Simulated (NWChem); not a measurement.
System: C₄H₇O, doublet; SMILES O=C(C)[CH]C

Here is an NWChem input.

```
start job
memory heap 200 mb stack 900 mb global 1100 mb
geometry units angstroms noautosym nocenter noautoz
  C      0.026945    -2.052688    -0.000320
  C      0.658896    -0.707618    -0.000316
  C     -0.118322     0.510766    -0.000825
  C      0.634334     1.835308    -0.001236
  O     -1.357676     0.480531    -0.000767
  H     -1.061338    -1.959300    -0.000136
  H      0.338635    -2.636731     0.878339
  H      0.338255    -2.636448    -0.879321
  H      1.745341    -0.633831    -0.000053
  H      1.283519     1.917684    -0.881947
  H     -0.082592     2.658682    -0.006476
  H      1.277310     1.922290     0.883494
end
basis spherical
  * library 6-31g*
end
dft
  odft
  mult 2
  xc b3lyp
  iterations 150
end
cosmo
  do_cosmo_smd true
  solvent dcm
end
task dft energy
```

Coordinates come from a B3LYP/6-31G* (spherical d), spin-unrestricted optimisation. No stability test was run on the SCF state. Solvent: dichloromethane.

Level: B3LYP/6-31G* with SMD (1 M gas to 1 M solution), gas-phase geometry. Reactions with the solvent are ignored.

### Question
What results follow from this input? (B3LYP/6-31G* (spherical d), spin-unrestricted, SMD on the gas-phase geometry.) Quantities: solvation free energy (kcal/mol); cavity-dispersion-structure term (kcal/mol); dipole in solution (D).

### Answer
```
Item                                         Result
-------------------------------------------  ------
solvation free energy (kcal/mol)               -5.6
cavity-dispersion-structure term (kcal/mol)    -1.5
dipole in solution (D)                         3.74
```
